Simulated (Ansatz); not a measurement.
Consider the redistribution: `[SiH3][AlH][SH]` + `C[CH2][AlH][AlH2]` → `C[CH2][AlH][AlH][SiH3]` + `[AlH2][SH]`.

Computed with Ansatz on PBE0-D4/def2-TZVP structures; ΔE is electronic, products minus reactants. CCSD(T)/CBS is the MP2 limit (def2-TZVPP, def2-QZVPP) plus CCSD(T) − MP2 in def2-TZVPP, frozen cores. This one scheme is used for every species. Functionals use def2-TZVPP. One conformer a species, not always the lowest.

`[SiH3][AlH][SH]`:

```xyz
8

Si    0.099    1.212    0.977
Al   -0.341   -0.469   -0.746
S     0.834   -2.309   -0.645
H     1.197    0.795    1.892
H    -1.120    1.452    1.801
H     0.481    2.515    0.362
H    -1.402   -0.336   -1.917
H     0.252   -2.860   -1.724
```

`C[CH2][AlH][AlH2]`:

Cartesian coordinates in Å:
```
C 0.037 0.040 -1.696
C -0.816 0.862 -0.733
Al -0.560 0.520 1.189
Al 1.135 -1.249 2.055
H 1.106 0.201 -1.527
H -0.161 0.285 -2.744
H -0.144 -1.033 -1.580
H -0.651 1.936 -0.894
H -1.884 0.718 -0.946
H -1.449 1.385 2.200
H 0.729 -2.774 2.302
H 2.659 -0.890 2.373
```

`C[CH2][AlH][AlH][SiH3]`:

Cartesian coordinates in Å:
```
C -2.146 0.732 0.428
C -2.166 -0.749 0.060
Al -0.535 -1.469 -0.774
Al 1.523 0.048 -1.213
Si 3.192 0.553 0.532
H -1.345 0.961 1.138
H -3.083 1.062 0.886
H -1.981 1.364 -0.451
H -3.001 -0.965 -0.621
H -2.373 -1.363 0.947
H -0.515 -3.030 -1.129
H 1.775 0.777 -2.613
H 4.595 0.588 0.027
H 2.902 1.902 1.109
H 3.158 -0.410 1.672
```

`[AlH2][SH]`:

Z-matrix (Å, degrees):
```
Al
S 1 2.181
H 1 1.579 2 116.5
H 1 1.581 2 118.9 3 -180.0
H 2 1.344 1 93.7 3 180.0
```

| level | ΔE (kJ/mol) |
| --- | --- |
| PBE0 | -3.6 |
| CCSD(T)/def2-TZVPP | -3.8 |

Q: What does CCSD(T)/CBS give? (An estimate is asked.)

A: The calculation gave: -3.6 kJ/mol. The listed levels differ from it by 0.0, -0.2 kJ/mol.

Largest T1 diagnostic among the species: 0.013.
